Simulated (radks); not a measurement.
Spherical quantum dot in the effective-mass picture: electrons in a parabolic well V = omega^2 r^2 / 2 with omega = 0.107, all in effective atomic units (hartree* = m*/eps^2 hartree, bohr* = eps/m* bohr), one dielectric constant everywhere. Calculated with a radial shooting solver with Libxc functionals: non-relativistic Kohn-Sham, LDA (Slater exchange, Perdew-Wang correlation), spin-polarised, spherical densities. Levels are named by radial order and angular momentum (1s, 1p, 1d, 2s, ...), and open shells are averaged over m.

N = 33, configuration 1s2 1p6 1d10 2s2 1f(up 7, down 6). This is the lowest configuration that the search found. Occupied and some empty levels:

| level | occupation | eigenvalue (hartree*) | <r> (bohr*) |
|---|---|---|---|
| 1s up | 1 | 3.3270 | 8.144 |
| 1s down | 1 | 3.3278 | 8.049 |
| 1p up | 3 | 3.3464 | 9.947 |
| 1p down | 3 | 3.3477 | 9.907 |
| 1d up | 5 | 3.3695 | 10.92 |
| 1d down | 5 | 3.3709 | 10.90 |
| 2s up | 1 | 3.3765 | 8.372 |
| 2s down | 1 | 3.3773 | 8.437 |
| 1f up | 7 | 3.3969 | 11.57 |
| 1f down | 6 | 3.3985 | 11.57 |
| 2p up | 0 | 3.4151 | 8.974 |
| 2p down | 0 | 3.4157 | 8.990 |
| 1g up | 0 | 3.4288 | 12.08 |
| 1g down | 0 | 3.4304 | 12.09 |
| 2d up | 0 | 3.4570 | 9.824 |
| 2d down | 0 | 3.4578 | 9.821 |

Energy (hartree*): total 66.6467, kinetic 1.9001, external 22.994, Hartree 45.979, exchange-correlation -4.2266.
